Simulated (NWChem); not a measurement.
Species: VNHF₃; SMILES [NH]=[V]([F])([F])[F]

```xyz
6

V      0.0000     0.0001     0.0173
N      0.0009     0.0033     1.6004
H      0.0015     0.0056     2.6207
F      1.2979     0.9781    -0.5171
F     -1.4973     0.6337    -0.5148
F      0.1985    -1.6147    -0.5113
```
Atoms are numbered in this order, from 1.

Results from NWChem. The geometry was optimised at PBE0/def2-SVP. GIAO values for the isolated, static molecule; σ is the absolute isotropic shielding, δ = σ(reference) − σ with the isolated reference molecule computed at the same levels (19F: trichlorofluoromethane, 1H: tetramethylsilane, 15N: ammonia).

Predict the results for PBE/pcSseg-1. Quantities: σ V1 (ppm); δ N2 (ppm); δ H3 (ppm); δ F4 (ppm).


```json
{
 "σ V1 (ppm)": "-1056.4",
 "δ N2 (ppm)": "488.1",
 "δ H3 (ppm)": "6.84",
 "δ F4 (ppm)": "289.7"
}
```
